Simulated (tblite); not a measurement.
C₇H₄ClNO.
Numbering: `[Cl:1][c:2]1[cH:3][cH:4][c:5]2[o:6][n:7][cH:8][c:9]2[cH:10]1` (hydrogens: H11 on C3; H12 on C4; H13 on C8; H14 on C10)

Computed with GFN2-xTB (tblite), gas phase: L-BFGS steps from a force-field or distance-geometry start until the largest atomic force falls under 0.01 eV/Å.

Step 3: E = -776.2935 eV
```
atom  x, y, z in Å  |  force x, y, z in eV/Å
Cl1    -2.9251    1.7951    0.1416   -0.042  -0.109  -0.011
C2     -1.5506    0.7447    0.0665   -0.073   0.126   0.048
C3     -1.7447   -0.6441    0.0524    0.077  -0.060  -0.030
C4     -0.6715   -1.5073   -0.0069    0.140  -0.125   0.035
C5      0.6007   -0.9472   -0.0397    0.036   0.054  -0.036
O6      1.8078   -1.5381   -0.1015    0.155   0.154  -0.002
N7      2.7764   -0.5645   -0.1208   -0.215   0.186   0.032
C8      2.1950    0.5958   -0.0713    0.017  -0.053  -0.002
C9      0.7858    0.4463   -0.0196   -0.250  -0.064   0.008
C10    -0.2983    1.3132    0.0349    0.017  -0.097  -0.019
H11    -2.7486   -1.0407    0.0830    0.039   0.061  -0.002
H12    -0.7770   -2.5795   -0.0187   -0.153   0.006  -0.006
H13     2.6777    1.5543   -0.0667    0.397  -0.299  -0.032
H14    -0.1282    2.3716    0.0446   -0.146   0.219   0.016
```

Step 4: E = -776.3119 eV
```
atom  x, y, z in Å  |  force x, y, z in eV/Å
Cl1    -2.9234    1.7871    0.1407   -0.239   0.008   0.006
C2     -1.5556    0.7451    0.0702    0.047   0.100  -0.015
C3     -1.7413   -0.6428    0.0496    0.151  -0.141   0.026
C4     -0.6698   -1.5102   -0.0034    0.156  -0.103  -0.031
C5      0.6040   -0.9497   -0.0432   -0.098   0.103   0.036
O6      1.8157   -1.5320   -0.1014    0.059  -0.003  -0.012
N7      2.7775   -0.5555   -0.1194   -0.286   0.062   0.024
C8      2.1863    0.5964   -0.0712    0.095   0.062   0.007
C9      0.7749    0.4468   -0.0182    0.005  -0.033  -0.045
C10    -0.3069    1.3177    0.0336    0.183  -0.033   0.013
H11    -2.7422   -1.0357    0.0829   -0.086  -0.016  -0.004
H12    -0.7855   -2.5826   -0.0193   -0.117   0.054   0.004
H13     2.7015    1.5342   -0.0686    0.292  -0.105  -0.021
H14    -0.1357    2.3808    0.0455   -0.160   0.045   0.012
```

Question: Estimate the geometry and energy of step 5. (The exact step hangs on the optimiser's Hessian estimate; all steps are aligned on step 4, rigid shifts and turns removed.)

Answer: E = -776.3197 eV, largest force 0.258 eV/Å
```
atom  x, y, z in Å  |  force x, y, z in eV/Å
Cl1    -2.9267    1.7832    0.1404   -0.257   0.017   0.010
C2     -1.5571    0.7462    0.0718    0.090   0.007  -0.040
C3     -1.7367   -0.6442    0.0486    0.019  -0.048   0.053
C4     -0.6670   -1.5125   -0.0022    0.094  -0.112  -0.054
C5      0.6044   -0.9505   -0.0443   -0.028   0.126   0.053
O6      1.8201   -1.5286   -0.1015   -0.066  -0.067  -0.008
N7      2.7743   -0.5505   -0.1184   -0.157  -0.047   0.012
C8      2.1823    0.5979   -0.0710    0.110   0.132   0.008
C9      0.7704    0.4473   -0.0183    0.104  -0.009  -0.055
C10    -0.3089    1.3200    0.0332    0.136   0.025   0.027
H11    -2.7404   -1.0336    0.0828   -0.043  -0.027  -0.007
H12    -0.7917   -2.5837   -0.0195   -0.078   0.048   0.007
H13     2.7186    1.5224   -0.0699    0.217  -0.012  -0.014
H14    -0.1423    2.3859    0.0461   -0.141  -0.033   0.009
```

The energy changes by -0.0078 eV. The first-order estimate −F·Δx gives -0.0109 eV and the mean of the old and new forces, exact on a quadratic surface, -0.0078 eV. The step makes an angle of 54° with the force vector and moves no atom by more than 0.021 Å.

What follows is the cost of the whole relaxation. The run took 0.15 s on one thread of an Arm Neoverse V1, no GPU (shared host).
